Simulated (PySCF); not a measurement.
# Au: excitation energy

Au [Xe] 4f14 5d10 6s1 (2S) → Au [Xe] 4f14 5d9 6s2 (2D), as a difference of total energies. Computed with PySCF 2.14 in x2c-TZVPPall with one added diffuse shell each of s, p, d, f type (12s8p8d4f1g, 113 functions), with scalar relativity by spin-free X2C-1e. Correlated levels: valence: [Xe] 4f14 frozen. The calculations carry no spin-orbit coupling.

```
           method  excitation energy (eV)
              UHF                   1.734
    MP2 (valence)                   1.956
SCS-MP2 (valence)                   1.823
   CCSD (valence)                   1.780
CCSD(T) (valence)                   1.791
```

How much does correlation contribute at CCSD(T) (valence)?

1.791 − (1.734) = 0.057 eV, measured against UHF.

Errors of the correlated levels include the incompleteness of this basis and the frozen core.

For comparison: 1.745 eV (measured; NIST levels, between the centres of gravity of the two terms).
